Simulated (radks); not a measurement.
Species: Co2+. Configuration: [Ar] 3d6 4d1 (not the ground configuration). All-electron calculation, scalar-relativistic Kohn-Sham, PBE, spin-polarised, spherical densities, finite nucleus; open shells are filled with parallel spins first; Fermi nuclear charge, rms radius 3.7875 fm. Program: a radial shooting solver on a logarithmic mesh with Libxc functionals.

Unscreened Slater integrals over Kohn-Sham orbitals (eV). They are taken over the spin-up orbitals. Empty in this configuration: 4s.

integral     value
F0(4d,4d)   6.2652
F2(4d,4d)   3.3280
F4(4d,4d)   2.2259
F0(4d,3d)   8.3245
F2(4d,3d)   1.3043
F4(4d,3d)  0.55287
G0(4d,3d)  0.53640
G2(4d,3d)  0.52760
G4(4d,3d)  0.37869
F0(4d,3p)   8.4061
F2(4d,3p)   1.1230
G1(4d,3p)  0.53030
G3(4d,3p)  0.38924
F0(4d,3s)   8.4355
G2(4d,3s)  0.47000
F0(4d,4s)   7.5036
G2(4d,4s)   2.2245
F0(3d,3d)   26.851
F2(3d,3d)   12.532
F4(3d,3d)   7.8180
F0(3d,3p)   28.501
F2(3d,3p)   13.552
G1(3d,3p)   16.749
G3(3d,3p)   10.195
F0(3d,3s)   29.083
G2(3d,3s)   12.762
F0(3d,4s)   13.607
G2(3d,4s)   1.5953
F0(3p,3p)   30.576
F2(3p,3p)   15.314
F0(3p,3s)   31.223
G1(3p,3s)   20.698
F0(3p,4s)   13.848
G1(3p,4s)  0.97581
F0(3s,3s)   31.930
F0(3s,4s)   13.910
G0(3s,4s)  0.70514
F0(4s,4s)   10.832

Derived for the open shells (J is the average intra-shell exchange parameter used in DFT+U). 3d: Racah B = F2/49 - 5 F4/441 = 0.1671 eV, C = 35 F4/441 = 0.6205 eV, C/B = 3.71, F4/F2 = 0.624, J = (F2 + F4)/14 = 1.454 eV. 4d: Racah B = F2/49 - 5 F4/441 = 0.04268 eV, C = 35 F4/441 = 0.1767 eV, C/B = 4.14, F4/F2 = 0.669, J = (F2 + F4)/14 = 0.3967 eV.
